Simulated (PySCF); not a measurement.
One change at a time: excitation energies

Method: TDDFT CAM-B3LYP/def2-SVPD, vertical, gas phase, core orbitals frozen in the response in PySCF 2.14.0, density-fitted response routines. Geometries: GFN2-xTB; one conformer of each isolated species. Triplets are in the Tamm–Dancoff approximation. 'Strongest' means the level of largest summed f among the lowest 8 singlets; it needn't be the same kind of state in each.

Parent: `C(/[SiH2]Cl)=C/C`, with lowest singlet excitation energy 6.47 eV, LUMO energy 0.27 eV, oscillator strength of the strongest level 0.28, HOMO energy -9.10 eV, energy of the strongest computed level 6.57 eV, lowest triplet energy 4.13 eV. Its spectrum: 6.47 eV (f 0.038); 6.57 eV (f 0.281); 7.26 eV (f 0.004); 7.32 eV (f 0.014); 7.94 eV (f 0.026).

(1) Give the shifts from the parent for: H on C replaced by CN (`N#CC/C=C\[SiH2]Cl`); H on C replaced by CH=NH (`[H]/N=C\C/C=C\[SiH2]Cl`); H on C replaced by F (`FC/C=C\[SiH2]Cl`); H on C replaced by OCHO (`O=COC/C=C\[SiH2]Cl`).

Results:

(1) 

| change | SMILES | Δ S1 (eV) | Δ LUMO (eV) | Δ f (strongest) | Δ HOMO (eV) | Δ strongest (eV) | Δ T1 (eV) |
| --- | --- | --- | --- | --- | --- | --- | --- |
| H on C replaced by CN | N#CC/C=C\[SiH2]Cl | +0.21 | -0.37 | +0.07 | -0.70 | +0.32 | +0.07 |
| H on C replaced by CH=NH | [H]/N=C\C/C=C\[SiH2]Cl | -1.39 | -0.46 | -0.01 | +0.32 | -0.22 | -0.10 |
| H on C replaced by F | FC/C=C\[SiH2]Cl | +0.32 | +0.14 | +0.11 | -0.23 | +0.37 | +0.12 |
| H on C replaced by OCHO | O=COC/C=C\[SiH2]Cl | -0.55 | -0.10 | 0.00 | -0.36 | +0.21 | +0.08 |

S1 falls most with H on C replaced by CH=NH (-1.39 eV), and it rises most with H on C replaced by F (+0.32 eV). S1 is simply the lowest singlet of each species and needn't be the same kind of state throughout. Over these 4 changes the shifts of S1 and of the HOMO–LUMO gap correlate with r = 0.91.

Lowest levels of each derivative:
- `N#CC/C=C\[SiH2]Cl`: 6.68 eV (f 0.028); 6.89 eV (f 0.355); 7.22 eV (f 0.038)
- `[H]/N=C\C/C=C\[SiH2]Cl`: 5.08 eV (f 0.018); 6.36 eV (f 0.270); 6.37 eV (f 0.038)
- `FC/C=C\[SiH2]Cl`: 6.79 eV (f 0.001); 6.95 eV (f 0.388); 7.28 eV (f 0.003)
- `O=COC/C=C\[SiH2]Cl`: 5.92 eV (f 0.001); 6.44 eV (f 0.003); 6.78 eV (f 0.277)
